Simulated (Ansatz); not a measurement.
`CCB(O)Br` + H–F → `OB(F)Br` + `CC` at 600 K and 1 bar (ligand exchange at a B–C bond).

Calculated with Ansatz (gas phase, PBE0-D4/def2-TZVP geometries, no zero-point term in ΔE). CBS: MP2 limit from def2 TZ/QZ plus the TZ coupled-cluster correction, frozen cores. This one scheme is used for every species. For Br outer-core shells are correlated without core-valence functions, which leaves a few kJ/mol of doubt a bond. Scalar relativity is left out up to krypton. One conformer a species, not always the lowest.

| species | CCSD(T)/CBS energy (Eh) | H − E (kJ/mol) | S (J/(mol·K)) |
| --- | --- | --- | --- |
| `CCB(O)Br` | -2753.11054 | 283.2 | 439.7 |
| H–F | -100.39570 | 42.3 | 194.0 |
| `OB(F)Br` | -2773.83630 | 95.8 | 347.4 |
| `CC` | -79.71954 | 228.8 | 274.9 |

H − E and S are ideal-gas, rigid-rotor, harmonic terms from PBE0-D4/def2-TZVP, for one conformer and one mirror image of each species. 1 Eh = 2625.50 kJ/mol, R = 8.31446 J/(mol·K).

**Question.** By hand: ΔE, ΔH, ΔS and ΔG.

**Answer.** ΔE = (-2773.83630) + (-79.71954) − (-2753.11054) − (-100.39570) = -0.04960 Eh = -130.2 kJ/mol. Δ(H − E) = 95.8 + 228.8 − 283.2 − 42.3 = -0.9, so ΔH = -131.1 kJ/mol. ΔS = 347.4 + 274.9 − 439.7 − 194.0 = -11.4 J/(mol·K). ΔG = -131.1 − 600 × (-11.4)/1000 = -124.3 kJ/mol.

**Question.** By hand: the equilibrium constant, and the temperature at which ΔG would vanish if ΔH and ΔS stayed fixed.

**Answer.** log₁₀ K = −ΔG/(RT ln 10) = 10.8. ΔG = 0 at ΔH/ΔS = 11500 K, far beyond where these terms or the molecules hold.

The number of gas molecules stays the same, so ΔS is small and ΔH decides. A doubt of 5 kJ/mol in ΔE shifts log₁₀ K by 0.4 here. Other conformers and mirror images would add mixing entropy, several J/(mol·K) or more a flexible species. Modes under 60 cm⁻¹, often nearly free rotors, make the harmonic entropy too high. These are equilibria of isolated gas molecules and say nothing of rates. Largest T1 diagnostic: 0.010 (customary marks: 0.02 for closed shells, 0.045 for open ones).
